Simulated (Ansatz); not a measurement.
Steps of a relaxation of CH5AlGaNO with RKS PBE0-D4/def2-TZVP.

```sh
$ ansatz run in.yaml --threads 4 --pin off --events-out ev --progress --plain --max-ram 10444MiB
```

```yaml
crystal:
  periodic: [false, false, false]
  atoms:
    - {symbol: N, position_ang: [0.017770, 1.262070, 1.968090]}
    - {symbol: Ga, position_ang: [-0.661120, -0.101240, 0.935570]}
    - {symbol: C, position_ang: [-0.393740, -1.253050, -0.936520]}
    - {symbol: O, position_ang: [-1.151430, -2.150450, -0.707990]}
    - {symbol: Al, position_ang: [0.879680, -0.361970, -2.226480]}
    - {symbol: H, position_ang: [-0.301930, 1.530590, 2.891000]}
    - {symbol: H, position_ang: [0.701070, 1.943890, 1.658430]}
    - {symbol: H, position_ang: [-1.777430, -1.067810, 1.573940]}
    - {symbol: H, position_ang: [1.244110, 0.983620, -1.544120]}
    - {symbol: H, position_ang: [1.443030, -0.785650, -3.611920]}
basis:
  gaussian: {orbitals: def2-TZVP}
hamiltonian: {xc: pbe0, dispersion: d4}
relax: {f_tol: 0.005, max_steps: 150}
```

Positions (Å) and forces (eV/Å) along the path, 14 of 78 steps:

```xyz
10
step=1 energy=-63615.5797 eV
N     0.018    1.262    1.968    0.261    0.340   -0.110
Ga   -0.661   -0.101    0.936   -0.112   -0.324    0.152
C    -0.394   -1.253   -0.937   -0.358    0.818    1.458
O    -1.151   -2.150   -0.708    0.412   -0.387   -1.117
Al    0.880   -0.362   -2.226   -0.441   -0.439    0.149
H    -0.302    1.531    2.891   -0.135   -0.294   -0.188
H     0.701    1.944    1.658   -0.153   -0.287   -0.107
H    -1.777   -1.068    1.574    0.193    0.389    0.053
H     1.244    0.984   -1.544    0.139    0.397    0.145
H     1.443   -0.786   -3.612    0.192   -0.214   -0.433
10
step=12 energy=-63616.1788 eV
N    -0.014    1.075    1.586   -0.059   -0.097   -0.030
Ga   -0.966   -0.423    1.162   -0.003    0.061    0.089
C    -0.444   -1.083   -0.704   -0.047   -0.246   -0.087
O    -0.917   -2.110   -1.158    0.049    0.174    0.070
Al    0.917   -0.106   -1.880   -0.013    0.067   -0.016
H    -0.080    1.570    2.458   -0.021    0.029    0.081
H     0.632    1.524    0.959    0.036    0.016   -0.062
H    -1.965   -1.002    2.222    0.037    0.023   -0.045
H     1.496    1.295   -1.373    0.008   -0.043   -0.023
H     1.341   -0.741   -3.271    0.014    0.015    0.023
10
step=20 energy=-63616.1813 eV
N    -0.027    1.087    1.574   -0.007   -0.009    0.000
Ga   -0.942   -0.438    1.177    0.007   -0.001   -0.014
C    -0.451   -1.094   -0.706   -0.005   -0.002    0.004
O    -0.979   -2.080   -1.181    0.004    0.009    0.005
Al    0.925   -0.115   -1.872   -0.001   -0.002    0.001
H    -0.103    1.594    2.441    0.001    0.001   -0.001
H     0.606    1.539    0.934    0.001    0.003    0.001
H    -1.917   -1.032    2.247    0.001    0.002    0.002
H     1.533    1.263   -1.342   -0.002   -0.001    0.001
H     1.356   -0.724   -3.272    0.000    0.000    0.001
10
step=21 energy=-63616.1814 eV
N    -0.027    1.087    1.574   -0.004   -0.004    0.002
Ga   -0.941   -0.438    1.176    0.003    0.000   -0.006
C    -0.451   -1.094   -0.707    0.000    0.000    0.002
O    -0.980   -2.080   -1.181    0.000    0.002    0.001
Al    0.925   -0.115   -1.873   -0.003   -0.002    0.002
H    -0.105    1.592    2.441    0.001    0.001    0.000
H     0.606    1.541    0.936    0.001    0.001   -0.001
H    -1.915   -1.031    2.247    0.000    0.000    0.001
H     1.532    1.262   -1.341    0.000    0.000   -0.001
H     1.356   -0.724   -3.272    0.001    0.001    0.001
10
step=32 energy=-63616.1827 eV
N     0.017    1.046    1.577    0.013    0.013   -0.021
Ga   -0.933   -0.460    1.185   -0.007   -0.004    0.007
C    -0.515   -1.045   -0.734   -0.023   -0.045   -0.036
O    -1.152   -1.922   -1.286    0.030    0.045    0.022
Al    0.936   -0.122   -1.847    0.024    0.004   -0.031
H    -0.017    1.528    2.460    0.006    0.006   -0.002
H     0.555    1.560    0.896   -0.018   -0.013    0.028
H    -1.829   -1.092    2.301    0.002    0.001    0.000
H     1.304    1.395   -1.502   -0.008   -0.030   -0.008
H     1.634   -0.890   -3.051   -0.021    0.022    0.041
10
step=43 energy=-63616.1852 eV
N     0.043    0.999    1.573    0.002    0.012   -0.014
Ga   -0.931   -0.502    1.207   -0.001   -0.007   -0.008
C    -0.568   -0.972   -0.751   -0.104   -0.086   -0.086
O    -1.287   -1.692   -1.425    0.110    0.113    0.108
Al    0.954   -0.126   -1.811    0.021    0.013   -0.020
H     0.058    1.457    2.470    0.005    0.003   -0.006
H     0.465    1.580    0.865   -0.014   -0.021    0.024
H    -1.714   -1.175    2.382    0.007    0.001   -0.014
H     1.126    1.461   -1.756   -0.009   -0.048   -0.005
H     1.854   -1.030   -2.755   -0.017    0.020    0.021
10
step=47 energy=-63616.1883 eV
N     0.044    0.986    1.605    0.013    0.037   -0.016
Ga   -0.923   -0.515    1.219   -0.007    0.010   -0.008
C    -0.583   -0.914   -0.754   -0.010   -0.040    0.025
O    -1.328   -1.564   -1.468    0.044    0.045   -0.003
Al    0.961   -0.135   -1.823    0.035    0.042   -0.056
H     0.074    1.424    2.511   -0.003   -0.010   -0.014
H     0.424    1.599    0.899   -0.016   -0.031    0.039
H    -1.666   -1.237    2.392    0.007    0.000   -0.007
H     1.051    1.456   -1.967   -0.008   -0.094    0.000
H     1.945   -1.101   -2.614   -0.056    0.041    0.041
10
step=48 energy=-63616.1963 eV
N     0.035    0.986    1.655   -0.056   -0.019    0.073
Ga   -0.914   -0.518    1.239    0.051   -0.040   -0.029
C    -0.533   -0.894   -0.730   -0.090    0.133    0.094
O    -1.284   -1.492   -1.486    0.111    0.030   -0.036
Al    0.972   -0.132   -1.853   -0.067   -0.135   -0.002
H     0.029    1.423    2.562   -0.010   -0.014   -0.007
H     0.418    1.610    0.964    0.032    0.019   -0.046
H    -1.673   -1.263    2.385    0.001    0.009    0.002
H     1.037    1.428   -2.129   -0.035    0.071    0.001
H     1.912   -1.149   -2.608    0.063   -0.055   -0.048
10
step=58 energy=-63616.6217 eV
N    -0.140    1.086    2.137    0.014    0.046    0.019
Ga   -0.764   -0.385    1.291    0.024   -0.021    0.040
C    -0.096   -0.481   -0.606   -0.031   -0.008   -0.061
O    -0.825   -0.910   -1.544    0.020    0.012    0.021
Al    0.871   -0.378   -2.301    0.001    0.014    0.000
H    -0.377    1.345    3.080   -0.003   -0.012   -0.030
H     0.430    1.785    1.689   -0.022   -0.025    0.009
H    -1.628   -1.431    2.056   -0.003    0.005   -0.004
H     0.755    0.982   -3.100    0.009   -0.006   -0.001
H     1.774   -1.611   -2.704   -0.008   -0.004    0.006
10
step=61 energy=-63616.6242 eV
N    -0.169    1.105    2.143    0.006    0.002   -0.012
Ga   -0.716   -0.401    1.301    0.002    0.022   -0.052
C    -0.083   -0.475   -0.615   -0.032   -0.007    0.043
O    -0.852   -0.814   -1.557    0.031    0.016    0.022
Al    0.880   -0.397   -2.313   -0.038   -0.029    0.023
H    -0.425    1.339    3.088    0.005    0.008    0.006
H     0.350    1.846    1.702   -0.028   -0.045    0.004
H    -1.519   -1.488    2.079    0.028    0.015   -0.012
H     0.867    0.983   -3.082    0.016    0.015   -0.010
H     1.667   -1.698   -2.744    0.011    0.002   -0.014
10
step=67 energy=-63616.6317 eV
N    -0.256    1.140    2.139    0.022    0.067   -0.042
Ga   -0.641   -0.422    1.312   -0.021   -0.028    0.054
C    -0.072   -0.469   -0.610   -0.105   -0.001   -0.196
O    -0.890   -0.561   -1.571    0.132    0.012    0.149
Al    0.886   -0.459   -2.316    0.004    0.018   -0.039
H    -0.485    1.339    3.098    0.004   -0.011   -0.018
H     0.110    1.949    1.664   -0.031   -0.057    0.047
H    -1.218   -1.620    2.127    0.017    0.024   -0.015
H     1.170    0.957   -2.973   -0.004   -0.064    0.040
H     1.395   -1.853   -2.870   -0.018    0.038    0.019
10
step=69 energy=-63616.6351 eV
N    -0.309    1.158    2.132   -0.006   -0.026    0.007
Ga   -0.608   -0.430    1.317    0.019    0.029   -0.026
C    -0.067   -0.465   -0.616   -0.086   -0.004   -0.037
O    -0.891   -0.457   -1.574    0.101    0.006    0.067
Al    0.891   -0.485   -2.320   -0.024   -0.012   -0.023
H    -0.503    1.328    3.104    0.005    0.007   -0.020
H     0.003    1.989    1.657   -0.011   -0.011    0.011
H    -1.082   -1.660    2.146    0.003    0.002    0.003
H     1.301    0.921   -2.920    0.003   -0.022    0.005
H     1.265   -1.900   -2.924   -0.002    0.030    0.012
10
step=76 energy=-63616.6375 eV
N    -0.379    1.172    2.146    0.003    0.012   -0.011
Ga   -0.556   -0.425    1.316   -0.001   -0.004    0.015
C    -0.052   -0.440   -0.622   -0.005    0.001   -0.025
O    -0.867   -0.298   -1.576    0.008   -0.001    0.016
Al    0.889   -0.527   -2.336    0.004    0.001    0.000
H    -0.540    1.308    3.129    0.000   -0.002   -0.001
H    -0.167    2.036    1.675   -0.004   -0.013    0.007
H    -0.888   -1.701    2.145    0.001    0.007   -0.006
H     1.476    0.831   -2.896   -0.003   -0.006    0.004
H     1.084   -1.957   -2.981   -0.002    0.005    0.002
10
step=78 energy=-63616.6376 eV
N    -0.383    1.173    2.144   -0.001   -0.005    0.000
Ga   -0.552   -0.426    1.317    0.001    0.003    0.000
C    -0.049   -0.441   -0.622    0.001   -0.001    0.000
O    -0.865   -0.289   -1.573   -0.001    0.001    0.000
Al    0.889   -0.529   -2.336   -0.001   -0.002    0.002
H    -0.543    1.309    3.128    0.000    0.000    0.001
H    -0.176    2.037    1.674    0.000    0.002   -0.002
H    -0.878   -1.703    2.147    0.000    0.000    0.001
H     1.486    0.826   -2.891    0.000    0.001   -0.001
H     1.071   -1.957   -2.988    0.000    0.001    0.000
```

It took 4.3 min on 4 threads of an Arm Neoverse V2 on a shared host, with 0.65 GiB of host memory at the peak.
